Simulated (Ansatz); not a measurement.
C$_{12}$H$_{10}$BiCl (`[Cl][Bi]([c]1ccccc1)[c]1ccccc1`), relaxed with RKS PBE0-D4/def2-TZVP in Ansatz 0.2.0 from a PBE-D4/def2-SVP geometry. The force threshold is 0.005 eV/Å; the program also tests the step.

Total charge 0; spin multiplicity 1. Bi: def2 effective core potential.

Start:

```xyz
24

Cl    2.054   -1.275    2.778
Bi    0.357    0.538    2.408
C     1.261    1.311    0.465
C     1.241    2.691    0.195
C     1.765    3.179   -1.015
C     2.318    2.288   -1.948
C     2.348    0.910   -1.673
C     1.819    0.419   -0.469
C    -1.055   -0.849    1.270
C    -1.027   -2.239    1.476
C    -1.931   -3.067    0.788
C    -2.861   -2.508   -0.103
C    -2.886   -1.119   -0.313
C    -1.983   -0.289    0.372
H     0.821    3.406    0.924
H     1.746    4.260   -1.225
H     2.733    2.669   -2.894
H     2.787    0.212   -2.403
H     1.852   -0.661   -0.251
H    -0.280   -2.681    2.156
H    -1.903   -4.156    0.947
H    -3.567   -3.158   -0.643
H    -3.607   -0.680   -1.020
H    -2.002    0.798    0.180
```

(1) By how much does the energy fall, and how many steps does the optimiser take? (An estimate is asked.)

(2) Which bonds change most? (Best estimate.)

(3) Give the relaxed structure. (Estimate.)

## Answers

(1) The calculation gave: 4.64 kcal/mol, in 64 steps, 12 of them rejected.

(2) The calculation gave: Bi2–C9 from 2.283 to 2.233 Å; Cl1–Bi2 from 2.511 to 2.462 Å; Bi2–C3 from 2.278 to 2.230 Å; C4–C5 from 1.407 to 1.388 Å.

(3) The calculation gave: 
```xyz
24

Cl    1.598   -0.524    3.210
Bi   -0.128    0.913    2.202
C     1.048    1.440    0.382
C     1.671    2.683    0.339
C     2.412    3.059   -0.773
C     2.531    2.191   -1.848
C     1.910    0.950   -1.811
C     1.169    0.575   -0.700
C    -1.214   -0.757    1.193
C    -0.841   -2.087    1.329
C    -1.555   -3.079    0.669
C    -2.641   -2.746   -0.126
C    -3.018   -1.418   -0.262
C    -2.306   -0.426    0.398
H     1.590    3.371    1.176
H     2.896    4.029   -0.799
H     3.109    2.482   -2.718
H     2.005    0.271   -2.651
H     0.686   -0.396   -0.681
H     0.012   -2.352    1.946
H    -1.259   -4.116    0.777
H    -3.196   -3.522   -0.640
H    -3.866   -1.152   -0.884
H    -2.613    0.610    0.274
```
